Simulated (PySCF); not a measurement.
## Hf⁺ (hafnium, charge +1) across methods

[Xe] 4f14 5d1 6s1 6p1, one real determinant (an excited configuration). All numbers are calculated (PySCF 2.14, the spin-free X2C one-electron Hamiltonian (Gaussian nucleus), in x2c-TZVPPall).

```csv
method,E (hartree),mean ε 6s α (eV),mean ε 5d α (eV),mean ε 6p α (eV),Σ⟨r²⟩ (bohr²),⟨S²⟩
PBE0,-15077.94,-14.064,-13.957,-9.019,62.68,3.751
BP86,-15080.12,-13.387,-12.774,-8.411,62.47,3.751
wB97M-V,-15077.29,-15.994,-16.197,-10.281,63.05,3.751
PBE,-15078.17,-13.242,-12.692,-8.348,62.72,3.751
UHF,-15073.08944,-16.142,-17.049,-10.783,63.56,3.752
r2SCAN,-15078.28,-13.430,-13.134,-8.458,62.47,3.752
LDA,-15068.31,-13.458,-12.695,-8.334,62.46,3.750
revPBE,-15078.59,-13.183,-12.683,-8.354,62.75,3.751
```

⟨L²⟩ = 8.08 against 12 for a pure F term, so this real determinant mixes terms. Spin-orbit coupling, absent here, splits the open shell strongly.
